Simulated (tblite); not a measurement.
Compound: C₈H₈.
Z-matrix (Å and degrees, GFN2-xTB geometry), rows numbered from 1:
```
C 
C   1  1.3307
C   2  1.4411  1  125.51
C   3  1.3575  2  126.11  1   179.91
C   4  1.4538  3  108.88  2  -179.96
C   5  1.3363  4  127.27  3   179.99
C   5  1.4639  4  105.66  3    -0.02
C   7  1.3404  5  108.44  4     0.00
H   1  1.0765  2  121.63  3   180.00
H   1  1.0763  2  122.24  3    -0.00
H   2  1.0835  1  119.63  3   179.99
H   4  1.0740  3  127.21  2    -0.01
H   6  1.0776  5  121.52  4     0.01
H   6  1.0773  5  121.66  4  -179.97
H   7  1.0743  5  123.73  4   179.99
H   8  1.0745  3  124.09  2    -0.06
```

Structure optimised with GFN2-xTB, isolated species.

Masses are those of the commonest isotopes; rigid-rotor values at the optimised geometry. The values belong to one conformer with, in the numbering `[CH2:1]=[CH:2][C:3]1=[CH:4][C:5](=[CH2:6])[CH:7]=[CH:8]1`, C1–C2–C3–C4 180°.

(1) What are A, B and C (MHz)?

(2) Classify the top.

(3) What does the inertial defect say?

(4) List the rotational levels J(Ka,Kc) to J = 3 (MHz).

(5) Estimate the classical rotational partition function at 25 K, 298.15 K and 500 K.

## Answers

(1) Ia = 76.76, Ib = 380.27, Ic = 457.03 u·Å²; 505379 MHz·u·Å²/I gives A = 6584, B = 1329, C = 1106 MHz.

(2) A near-prolate asymmetric top; Ray's κ = -0.919.

(3) Planar: Δ = Ic − Ia − Ib = 0.00 u·Å². For a rigid frame Δ = −2 Σ m c², so it vanishes when all atoms lie in the ab plane; here none is more than 0.01 Å from it.

(4) Above 0(0,0):
J = 1: 1(0,1) 2435, 1(1,1) 7689, 1(1,0) 7913
J = 2: 2(0,2) 7297, 2(1,2) 12336, 2(1,1) 13005, 2(2,1) 28769, 2(2,0) 28776
J = 3: 3(0,3) 14574, 3(1,3) 19301, 3(1,2) 20640, 3(2,2) 36074, 3(2,1) 36108, 3(3,1) 62909, 3(3,0) 62909
The levels of one J sum to (2J + 1)J(J + 1)(A + B + C)/3.

(5) Point group Cs, symmetry number σ = 1; q = (√π/σ)·√((kT/h)³/(ABC)), k/h = 20836.6 MHz/K: 6770 at 25 K, 279000 at 298.15 K, 606000 at 500 K.

Its GFN2-xTB frequencies are all real (lowest 70 cm⁻¹). No vibrational averaging or centrifugal distortion is included, and the geometry carries the error of its method.

The numbers are calculated, not measured.
